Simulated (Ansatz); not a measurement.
`[CH3][GeH]([OH])[TeH]` and `[OH][GeH2][TeH]` differ in one atom or group.

Ansatz, PBE0-D4/def2-TZVP geometries, multiplicity 1. Each molecule was computed in one conformer, which needn't be the lowest.

Elements past krypton have def2 core potentials. Scalar relativity is left out up to krypton.

```tsv
property	`[CH3][GeH]([OH])[TeH]`
LUMO energy (ωB97M-V/def2-TZVPP) / eV	1.13
HOMO energy (B3LYP/def2-TZVPP) / eV	-6.32
HOMO–LUMO gap (ωB97M-V/def2-TZVPP) / eV	9.75
HOMO energy (PBE0/def2-TZVPP) / eV	-6.54
LUMO energy (PBE/def2-TZVPP) / eV	-1.47
HOMO–LUMO gap (PBE/def2-TZVPP) / eV	4.02
```

Q: Give the same properties after the change, and the shifts. (Estimate.)

A: Ansatz gave: 
```csv
property,`[OH][GeH2][TeH]`,shift
LUMO energy (ωB97M-V/def2-TZVPP) / eV,0.86,-0.27
HOMO energy (B3LYP/def2-TZVPP) / eV,-6.49,-0.17
HOMO–LUMO gap (ωB97M-V/def2-TZVPP) / eV,9.65,-0.10
HOMO energy (PBE0/def2-TZVPP) / eV,-6.71,-0.17
LUMO energy (PBE/def2-TZVPP) / eV,-1.72,-0.25
HOMO–LUMO gap (PBE/def2-TZVPP) / eV,3.94,-0.08
```

With PBE0 the HOMO falls by 0.17 eV and the LUMO falls by 0.25 eV, so the gap narrows by about 0.08 eV. PBE moves the HOMO by -0.17 eV and ωB97M-V by -0.16 eV.

B3LYP here is the variant with VWN-RPA as its local correlation; programs differ in this.

Spin–orbit coupling is left out; it splits and shifts lone-pair levels of the heavy atoms by tenths of an eV.
